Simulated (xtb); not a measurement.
xtb input file for C3H2F4, SMILES F/C=C/C(F)(F)F, GFN2-xTB. 

```
$ xtb mol.xyz --gfn 2 --sp --chrg 0 --uhf 0 --json
$ cat mol.xyz
9

F      0.15990621     2.84456200     0.00000000
C     -0.29189986     1.59973535    -0.00000000
C      0.53202818     0.56628040    -0.00000000
C      0.03554453    -0.84214462    -0.00000001
F      0.46580956    -1.52255922    -1.07383788
F      0.46580956    -1.52255923     1.07383788
F     -1.30112369    -0.92914341     0.00000000
H     -1.37259335     1.54622083    -0.00000001
H      1.60494142     0.67785120    -0.00000001
```

It prints:

```
[banner left out]
          |                Calculation Setup                |
           -------------------------------------------------



           -------------------------------------------------
          |                 G F N 2 - x T B                 |
           -------------------------------------------------

        Reference                      10.1021/acs.jctc.8b01176
      * Hamiltonian:
        H0-scaling (s, p, d)           1.850000    2.230000    2.230000
        zeta-weighting                 0.500000
      * Dispersion:
        s8                             2.700000
        a1                             0.520000
        a2                             5.000000
        s9                             5.000000
      * Repulsion:
        kExp                           1.500000    1.000000
        rExp                           1.000000
      * Coulomb:
        alpha                          2.000000
        third order                    shell-resolved
        anisotropic                    true
        a3                             3.000000
        a5                             4.000000
        cn-shift                       1.200000
        cn-exp                         4.000000
        max-rad                        5.000000


          ...................................................
          :                      SETUP                      :
          :.................................................:
          :  # basis functions                  30          :
          :  # atomic orbitals                  30          :
          :  # shells                           16          :
          :  # electrons                        42          :
          :  max. iterations                   250          :
          :  Hamiltonian                  GFN2-xTB          :
          :  restarted?                      false          :
          :  GBSA solvation                  false          :
          :  PC potential                    false          :
          :  electronic temp.          300.0000000     K    :
          :  accuracy                    1.0000000          :
          :  -> integral cutoff          0.2500000E+02      :
          :  -> integral neglect         0.1000000E-07      :
          :  -> SCF convergence          0.1000000E-05 Eh   :
          :  -> wf. convergence          0.1000000E-03 e    :
          :  Broyden damping             0.4000000          :
          :  net charge                          0          :
          :  unpaired electrons                  0          :
          ...................................................

 iter      E             dE          RMSdq      gap      omega  full diag
   1    -26.4237062 -0.264237E+02  0.570E+00    5.47       0.0  T
   2    -26.4835704 -0.598642E-01  0.334E+00    5.13       1.0  T
   3    -26.4855702 -0.199977E-02  0.203E+00    5.30       1.0  T
   4    -26.4927887 -0.721848E-02  0.750E-01    5.18       1.0  T
   5    -26.4955245 -0.273589E-02  0.800E-02    5.21       1.0  T
   6    -26.4955309 -0.636447E-05  0.399E-02    5.21       1.0  T
   7    -26.4955314 -0.506319E-06  0.107E-02    5.21       3.1  T
   8    -26.4955315 -0.104251E-06  0.200E-03    5.21      16.7  T
   9    -26.4955315 -0.571261E-08  0.683E-04    5.21      48.8  T
  10    -26.4955315 -0.132501E-08  0.113E-04    5.21     294.5  T

   *** convergence criteria satisfied after 10 iterations ***

         #    Occupation            Energy/Eh            Energy/eV
      -------------------------------------------------------------
         1        2.0000           -0.8958225             -24.3766
       ...           ...                  ...                  ...
        15        2.0000           -0.5585576             -15.1991
        16        2.0000           -0.5496898             -14.9578
        17        2.0000           -0.5483889             -14.9224
        18        2.0000           -0.5470638             -14.8864
        19        2.0000           -0.5153303             -14.0229
        20        2.0000           -0.5079572             -13.8222
        21        2.0000           -0.4785017             -13.0207 (HOMO)
        22                         -0.2870683              -7.8115 (LUMO)
        23                         -0.0068742              -0.1871
        24                          0.0243712               0.6632
        25                          0.0723190               1.9679
        26                          0.0764421               2.0801
       ...                                ...                  ...
        30                          0.5538727              15.0716
      -------------------------------------------------------------
                  HL-Gap            0.1914334 Eh            5.2092 eV
             Fermi-level           -0.3827850 Eh          -10.4161 eV

 SCC (total)                   0 d,  0 h,  0 min,  0.010 sec
 SCC setup                      ...        0 min,  0.000 sec (  1.063%)
 Dispersion                     ...        0 min,  0.000 sec (  0.476%)
 classical contributions        ...        0 min,  0.000 sec (  0.197%)
 integral evaluation            ...        0 min,  0.003 sec ( 30.706%)
 iterations                     ...        0 min,  0.004 sec ( 39.365%)
 molecular gradient             ...        0 min,  0.003 sec ( 26.855%)
 printout                       ...        0 min,  0.000 sec (  1.236%)

         :::::::::::::::::::::::::::::::::::::::::::::::::::::
         ::                     SUMMARY                     ::
         :::::::::::::::::::::::::::::::::::::::::::::::::::::
         :: total energy             -26.346545781720 Eh    ::
         :: gradient norm              0.000130726877 Eh/a0 ::
         :: HOMO-LUMO gap              5.209167633571 eV    ::
         ::.................................................::
         :: SCC energy               -26.495529806931 Eh    ::
         :: -> isotropic ES            0.051283606550 Eh    ::
         :: -> anisotropic ES          0.000312705523 Eh    ::
         :: -> anisotropic XC         -0.019911413194 Eh    ::
         :: -> dispersion             -0.004340517120 Eh    ::
         :: repulsion energy           0.148984025212 Eh    ::
         :: add. restraining           0.000000000000 Eh    ::
         :: total charge               0.000000000000 e     ::
         :::::::::::::::::::::::::::::::::::::::::::::::::::::

           -------------------------------------------------
          |                Property Printout                |
           -------------------------------------------------

    * Orbital Energies and Occupations

         #    Occupation            Energy/Eh            Energy/eV
      -------------------------------------------------------------
         1        2.0000           -0.8958225             -24.3766
       ...           ...                  ...                  ...
         9        2.0000           -0.6374726             -17.3465
        10        2.0000           -0.6221683             -16.9301
        11        2.0000           -0.5938256             -16.1588
        12        2.0000           -0.5776587             -15.7189
        13        2.0000           -0.5656440             -15.3920
        14        2.0000           -0.5624134             -15.3040
        15        2.0000           -0.5585576             -15.1991
        16        2.0000           -0.5496898             -14.9578
        17        2.0000           -0.5483889             -14.9224
        18        2.0000           -0.5470638             -14.8864
        19        2.0000           -0.5153303             -14.0229
        20        2.0000           -0.5079572             -13.8222
Note: The following floating-point exceptions are signalling: IEEE_DENORMAL
normal termination of xtb
        21        2.0000           -0.4785017             -13.0207 (HOMO)
        22                         -0.2870683              -7.8115 (LUMO)
        23                         -0.0068742              -0.1871
        24                          0.0243712               0.6632
        25                          0.0723190               1.9679
        26                          0.0764421               2.0801
        27                          0.1006790               2.7396
        28                          0.1668224               4.5395
        29                          0.3327445               9.0544
        30                          0.5538727              15.0716
      -------------------------------------------------------------
                  HL-Gap            0.1914334 Eh            5.2092 eV
             Fermi-level           -0.3827850 Eh          -10.4161 eV

     #   Z          covCN         q      C6AA      α(0)
     1   9 F        0.788    -0.167    10.905     3.901
     2   6 C        2.697     0.151    24.694     8.133
     3   6 C        2.892    -0.092    30.296     9.024
     4   6 C        3.336     0.492    17.215     6.571
     5   9 F        0.791    -0.196    11.196     3.953
     6   9 F        0.791    -0.196    11.196     3.953
     7   9 F        0.791    -0.202    11.251     3.962
     8   1 H        0.925     0.096     1.825     2.113
     9   1 H        0.926     0.114     1.660     2.015

 Mol. C6AA /au·bohr⁶  :        919.806838
 Mol. C8AA /au·bohr⁸  :      20100.131274
 Mol. α(0) /au        :         43.623973


Wiberg/Mayer (AO) data.
largest (>0.10) Wiberg bond orders for each atom

 ---------------------------------------------------------------------------
     #   Z sym  total        # sym  WBO       # sym  WBO       # sym  WBO
 ---------------------------------------------------------------------------
     1   9 F    1.168 --     2 C    1.022     3 C    0.106
     2   6 C    3.891 --     3 C    1.876     1 F    1.022     8 H    0.950
     3   6 C    3.970 --     2 C    1.876     4 C    0.970     9 H    0.951
                             1 F    0.106
     4   6 C    3.844 --     3 C    0.970     7 F    0.952     5 F    0.949
                             6 F    0.949
     5   9 F    1.081 --     4 C    0.949
     6   9 F    1.081 --     4 C    0.949
     7   9 F    1.076 --     4 C    0.952
     8   1 H    0.991 --     2 C    0.950
     9   1 H    0.987 --     3 C    0.951
 ---------------------------------------------------------------------------

Topologies differ in total number of bonds
Writing topology from bond orders to xtbtopo.mol

molecular dipole:
                 x           y           z       tot (Debye)
 q only:        0.056       0.587      -0.000
   full:        0.036       0.598      -0.000       1.523
molecular quadrupole (traceless):
                xx          xy          yy          xz          yz          zz
 q only:        3.511      -1.249      -4.429      -0.000       0.000       0.917
  q+dip:        5.336      -1.994      -5.554      -0.000       0.000       0.219
   full:        4.592      -1.684      -5.792      -0.000       0.000       1.200


           -------------------------------------------------
          | TOTAL ENERGY              -26.346545781720 Eh   |
          | GRADIENT NORM               0.000130726877 Eh/α |
          | HOMO-LUMO GAP               5.209167633571 eV   |
           -------------------------------------------------

------------------------------------------------------------------------
------------------------------------------------------------------------
 total:
 SCF:
```

The calculation finished and met its thresholds.

Cost: very roughly 0.04 core-seconds.
